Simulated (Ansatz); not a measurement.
Molecule: diiodo(dimethyl)germane, C2H6GeI2 (charge 0, singlet). 
Structure (B3LYP-D3(BJ)/def2-TZVP (Ansatz, an electronic-structure program) minimum search):
SMILES: [CH3][Ge]([CH3])([I])[I]
```xyz
11

C      1.8667    -1.6817    -0.3506
Ge     0.1036    -0.8572    -0.1583
C     -1.4120    -2.0793    -0.3438
I     -0.1204     0.9596    -1.9316
I     -0.0220     0.2180     2.1490
H      2.6379    -0.9243    -0.2316
H      1.9872    -2.4485     0.4143
H      1.9449    -2.1295    -1.3411
H     -2.3414    -1.5281    -0.2212
H     -1.3850    -2.5333    -1.3342
H     -1.3427    -2.8523     0.4212
```
Charge 0, spin multiplicity 1.

Basis-set convergence of Hartree-Fock and CCSD(T) correlation energies (hartree) with Ansatz. Cores are frozen in the correlated levels unless marked. No spin-orbit coupling. The frozen core is the preceding noble-gas configuration, with the filled d and f shells of earlier blocks. In def2 rows, elements after Kr have scalar-relativistic effective core potentials.

```tsv
basis	functions	E(HF)	E(corr, CCSD(T))
def2-SVP	142	-2747.68867	-0.65086
def2-TZVPP	294	-2748.06301	-0.83697
def2-QZVPP	547	-2748.11049	-0.90525
```

Extrapolating the two largest sets (X = 3 and 4) as X^-3: E(corr) = (64·(-0.90525) - 27·(-0.83697))/37 = -0.9551 Eh, an estimate of the basis-set limit. The largest set recovers 94.8 % of it, the smallest 68.1 %.
